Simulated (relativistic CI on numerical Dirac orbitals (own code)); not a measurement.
Hyperfine structure of Al VI, mass number 27

Calculated at this level of theory: Dirac-Coulomb-Breit CI, orbitals from a KLI potential per configuration, model QED (radiative potential, 1s self-energy scaled to tabulated hydrogen-like ionisation energies), valence Slater integrals scaled by 0.85, P86 correlation energy added to each configuration (own radial code, finite nucleus).

CI space (outside the closed core 1s2): 2s²2p⁴, 2s2p⁵, 2p⁶, 2s²2p³3s, 2s²2p³3p, 2s²2p³3d, 2p⁵3s, 2p⁵3p, 2s2p⁴3s, 2s²2p³4s, 2p⁵3d, 2s²2p³4p, 2s2p⁴3p, 2s²2p³4d, 2s²2p³4f, 2s2p⁴3d. Levels of other configurations are missing.

Nuclear spin I = 5/2, μ = 3.6407 μN, Q = 0.1466 b (tables of Stone and Pyykkö). The electronic factors are computed for point nuclear moments, without core polarisation or the Bohr-Weisskopf and QED corrections.

```json
{"Level": "2s²2p⁴ ³P2", "E (eV)": "0.000", "A (MHz)": "3701", "B (MHz)": "581"}
{"Level": "2s²2p⁴ ³P1", "E (eV)": "0.338", "A (MHz)": "174.9", "B (MHz)": "-290"}
{"Level": "2s²2p⁴ ¹D2", "E (eV)": "4.657", "A (MHz)": "6094", "B (MHz)": "-1170"}
{"Level": "2s2p⁵ ³P°2", "E (eV)": "41.422", "A (MHz)": "17130", "B (MHz)": "-571"}
{"Level": "2s2p⁵ ³P°1", "E (eV)": "41.726", "A (MHz)": "20030", "B (MHz)": "288"}
{"Level": "2s2p⁵ ¹P°1", "E (eV)": "56.123", "A (MHz)": "6589", "B (MHz)": "-581"}
{"Level": "2s²2p³3s ⁵S°2", "E (eV)": "111.710", "A (MHz)": "2840", "B (MHz)": "-0.0533"}
{"Level": "2s²2p³3s ³S°1", "E (eV)": "113.890", "A (MHz)": "-2554", "B (MHz)": "0.0198"}
```

Levels with J = 0, under 50 % of one LS term, or S terms without an open s electron are left out. Small factors come from cancelling terms and can be off by tens of per cent or more.

At this charge configurations can still be misplaced by up to about 7 % of their energy. 45 of the 46 excited levels that our extract of the measured tables holds in this range could be paired (the sources list more); they are missed by 4431 cm⁻¹ on average and 28755 at most, and levels without a partner can miss by more.

(1) Give the hyperfine levels of 2s²2p⁴ ³P2 relative to its centre of gravity.

## Answers

(1) With K = F(F + 1) − I(I + 1) − J(J + 1), E = AK/2 + B[¾K(K + 1) − I(I + 1)J(J + 1)]/[2I(2I − 1)J(2J − 1)]: F = 1/2: -25500, F = 3/2: -20210, F = 5/2: -11250, F = 7/2: 1604, F = 9/2: 18650 MHz.
